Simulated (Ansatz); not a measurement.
The cluster Al7F6, relaxed as a doublet with UKS PBE-D4/def2-SVP in Ansatz, starting from the GFN1-xTB geometry. Force threshold 0.03 eV/Å.

The structure comes from a short search, and lower isomers may exist.

Start:

Cartesian coordinates in Å:
```
Al -0.007 -2.378 -0.201
Al 1.914 -0.521 -0.365
Al 0.334 2.436 1.318
Al -2.080 -0.282 0.298
Al 0.624 1.151 -2.056
Al -0.960 -1.091 -2.456
Al -0.021 -0.065 2.715
F 0.890 -1.573 -2.421
F 1.475 0.517 1.359
F 0.242 2.470 -0.666
F -1.327 1.124 1.537
F -0.863 -1.574 1.550
F -0.221 -0.213 -0.613
```

```
step  energy (eV)  largest force component (eV/Å)  SCF passes
   1  -62421.7365                           1.506          28
   2  -62422.5418                           0.718          28
   3  -62422.7723                           0.684          26
   4  -62422.9720                           0.523          29
   5  -62423.1343                           0.347          29
   6  -62423.2293                           0.303          29
   7  -62423.3249                           0.331          29
   8  -62423.4428                           0.320          29
   9  -62423.5551                           0.342          26
  10  -62423.6662                           0.171          30
  11  -62423.7313                           0.142          29
  13  -62423.7899                           0.460          27
  15  -62423.9744                           0.257          29
  17  -62424.1260                           0.253          33
  19  -62424.2530                           0.341          33
  21  -62424.4125                           0.196          32
  23  -62424.5118                           0.348          30
  25  -62424.6509                           0.295          31
  27  -62424.7195                           0.436          32
  29  -62424.7998                           0.233          32
  31  -62424.8103                           0.085          27
  33  -62424.8154                           0.033          26
  34  -62424.8158                           0.018          29
```

Force components are those of the run's own axes.

End:

```xyz
13

Al    0.111   -2.596   -0.776
Al    2.249   -0.992   -0.201
Al   -1.041    2.817    0.645
Al   -0.911   -0.297    0.306
Al    0.958    1.203   -1.929
Al   -1.111   -0.515   -2.417
Al    0.711   -0.147    2.984
F    -0.195   -2.160   -2.591
F     1.952   -0.893    1.623
F    -0.040    2.483   -1.039
F    -2.080    1.081    0.332
F    -0.854   -0.995    1.971
F     0.252    1.011    1.092
```

Bonds formed: Al1–F8, Al4–Al6 (atoms count from 1).

No frequencies were taken in this run, so the end may be a saddle point.

Run time 3.6 min (4 threads of Arm Neoverse V2 on a shared host).
